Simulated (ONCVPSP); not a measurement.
## Potentials for nickel compared

Generated with ld1.x 7.5 (TM, RRKJ, ultrasoft, PAW), atompaw 4.2 or ONCVPSP 4.0.1. The cutoff is in Ry: for ld1.x and atompaw files where the sum of valence levels is converged to 10 mRy in a Bessel basis, for ONCV files where the hardest occupied wave has 1 mHa per electron of residual kinetic energy. The error is the largest all-electron minus pseudo excitation energy over each file’s own four to seven test configurations (ionisations up to +4, promotions, holes and added fractions of an electron), all of which were solved. The labels leave out finer settings (local radius, basis sizes, second energies), which also bear on the numbers. Spin-polarised tests are not counted. The rows are a selection from randomly drawn settings: files with unsolved tests, undetermined cutoffs or missed reference levels are left out.

A true bound ghost makes a file unfit for plane-wave use even where its test errors are small: the radial tests pick states by their node count and pass the ghost by.

| potential | cutoff (Ry) | largest error (meV) | bound ghosts |
| --- | --- | --- | --- |
| ONCV, PBE, scalar-relativistic, rc 1.65/1.45/0.90 (spd), local smoothed, core correction yes, reference 3d8 4s0.5, qcut 3.3/5/15, projectors 2/2/1 | 195 | -93 | s, p |
| ONCV, PBE, scalar-relativistic, rc 1.25/1.20/1.05 (spd), local smoothed, core correction yes, reference 3s2 3p6 3d8 4s1, qcut 10.9/9.6/15.1, projectors 2/1/3 | 171 | -5.1 | none |
| ONCV, PBE, fully relativistic, rc 1.25/1.00/0.85 (spd), local smoothed, core correction yes, reference 3s2 3p6 3d8 4s2, qcut 8.5/14.2/14.9, projectors 3/1/1 | 195 | +29 | none |
| ONCV, LDA (Perdew-Wang 92), fully relativistic, rc 1.25/1.10/1.10 (spd), local smoothed, core correction yes, reference 3s2 3p6 3d8 4s1, qcut 7.6/14.7/14.7, projectors 3/1/2 | 164 | +14 | none |
| ONCV, PBEsol, scalar-relativistic, rc 0.95/1.20/1.45 (spd), local smoothed, core correction no, reference 3s2 3p6 3d8 4s1.5, qcut 11.4/11.2/11.9, projectors 2/2/1 | 108 | +4.5 | none |
| ONCV, PBE, scalar-relativistic, rc 1.80/1.60/0.85 (spd), local smoothed, core correction yes, reference 3p6 3d8 4s1.5 4p0.5, qcut 3.9/9.8/14.9, projectors 1/2/1 | 203 | -22 | s |

**Question.** Fill in the row for Ni: ONCV, LDA (Perdew-Zunger), scalar-relativistic, rc 1.35/0.80/1.30 (spd), local smoothed, core correction yes, reference 3s2 3p6 3d8 4s2, qcut 9.7/11.3/9.4, projectors 3/2/3.

**Answer.** cutoff 119 Ry, largest error +11 meV, bound ghosts: none.

**Question.** Fill in the row for Ni: ONCV, PBE, scalar-relativistic, rc 1.05/0.95/0.85/1.05 (spdf), local d, core correction no, reference 3s2 3p6 3d8 4s1, qcut 10.8/13.4/20.5/9.8, projectors 2/1/0/2.

**Answer.** cutoff 293 Ry, largest error -5.3 meV, bound ghosts: none.
